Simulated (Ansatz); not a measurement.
Ligand exchange: C3H7Cl + GeH3I → C2H4ClI + GeH3(CH3)

Species: C3H7Cl (2-chloropropane) `CC(C)Cl`, singlet; GeH3I `[GeH3][I]`, singlet; C2H4ClI `CC(Cl)I`, singlet; GeH3(CH3) (methyl germane), singlet. The partners trade CH3 for I: C–CH3 and Ge–I bonds give way to C–I and Ge–CH3.

Shapes, held fixed at every level: PBE0-D4/def2-TZVP. Programs: Ansatz 0.2.0. The zero-point and thermal change to 298 K, harmonic and unscaled (PBE0-D4/def2-TZVP), is -5.7 kJ/mol.

(1) Estimate ΔH(298 K) of this reaction.

Results:

(1) The highest level, CCSD(T)/def2-TZVPP, gives ΔH(298 K) = +107.4 kJ/mol; the levels span +106.3 to +140.5. The column of differences is taken from that level and isn't an error. No measured value is set beside it here. For atoms past krypton def2 sets carry core potentials with scalar relativity. Relativity is left out for Ge. Outer-core shells of Ge, I are correlated, in sets that cover them unevenly. Times are processor times on shared x86 and Arm servers, and rough.

```
               level                   kind  ΔH(298 K) (kJ/mol)  less CCSD(T)/def2-TZVPP  CPU time (sum over the molecules)
       HF/def2-TZVPP           Hartree–Fock              +140.5                    +33.1                                  –
    SPW92/def2-TZVPP                    LDA              +109.5                     +2.1                               12 s
   PBE-D4/def2-TZVPP                    GGA              +106.3                     -1.1                               24 s
r2SCAN-D4/def2-TZVPP               meta-GGA              +113.8                     +6.4                               45 s
 B3LYP-D4/def2-TZVPP          global hybrid              +111.9                     +4.5                               40 s
  PBE0-D4/def2-TZVPP          global hybrid              +116.4                     +9.0                               27 s
        MP2/def2-SVP    perturbation theory              +126.9                    +19.5                                  –
  CCSD(T)/def2-TZVPP  coupled cluster or CI              +107.4                      0.0                             22 min
```
